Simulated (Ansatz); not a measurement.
Reaction (ligand exchange at the Sn–O bond): `C[O][SnH2][SH]` + H–F → `[F][SnH2][SH]` + CH₃OH

Program: Ansatz. Geometries: PBE0-D4/def2-TZVP. ΔE: electronic, gas phase. CCSD(T)/CBS is the MP2 limit (def2-TZVPP, def2-QZVPP) plus CCSD(T) − MP2 in def2-TZVPP, frozen cores. This one scheme is used for every species. DFT in def2-TZVPP. B3LYP here is the variant with VWN-RPA as its local correlation; programs differ in this. def2 core potentials past Kr. For Sn outer-core shells are correlated without core-valence functions, which leaves a few kJ/mol of doubt a bond. One conformer a species, not always the lowest.

`C[O][SnH2][SH]`:

Z-matrix (Å, degrees):
```
C
O 1 1.404
H 1 1.094 2 108.3
H 1 1.099 2 112.4 3 -118.8
H 1 1.100 2 112.9 3 118.9
Sn 2 1.966 1 119.3 3 -168.5
S 6 2.383 2 105.6 1 159.6
H 6 1.710 2 105.6 1 39.7
H 6 1.704 2 109.8 1 -84.8
H 7 1.344 6 93.2 2 -67.0
```

H–F:

Cartesian coordinates in Å:
```
F -0.076 0.413 -0.188
H 0.076 -0.413 0.188
```

`[F][SnH2][SH]`:

Z-matrix (Å, degrees):
```
Sn
S 1 2.380
F 1 1.924 2 107.4
H 1 1.696 2 109.0 3 -113.5
H 1 1.699 2 112.1 3 113.4
H 2 1.344 1 93.3 3 -79.4
```

CH₃OH:

Cartesian coordinates in Å:
```
C -0.309 0.055 -0.168
O 1.057 -0.265 -0.038
H -0.555 -0.014 -1.228
H -0.534 1.075 0.168
H -0.956 -0.644 0.378
H 1.297 -0.208 0.889
```

```csv
level,ΔE (kcal/mol),difference from CCSD(T)/CBS
B3LYP-D4,-11.2,-2.3
ωB97X-V,-11.6,-2.7
B2PLYP,-11.3,-2.4
HF/def2-TZVPP,-13.7,-4.8
MP2/def2-TZVPP,-7.7,1.2
SCS-MP2/def2-TZVPP,-9.1,-0.2
MP2/def2-QZVPP,-7.9,1.0
HF/CBS(def2),-14.1,-5.2
MP2/CBS(def2),-7.9,1.0
CCSD/CBS(def2),-9.6,-0.7
CCSD(T)/CBS,-8.9,0
```

Largest T1 diagnostic among the species: 0.013.

In def2-TZVPP, CCSD(T) changes the Hartree–Fock value by +4.9 kcal/mol (the triples alone add +0.7 kcal/mol) and MP2 by +5.9 kcal/mol. The D4 term adds +2.0 kcal/mol with B3LYP and +1.1 kcal/mol with PBE0; it sums over pairs of atoms, weighted by their polarisabilities, and B3LYP, whose exchange is more repulsive, gets the larger term.
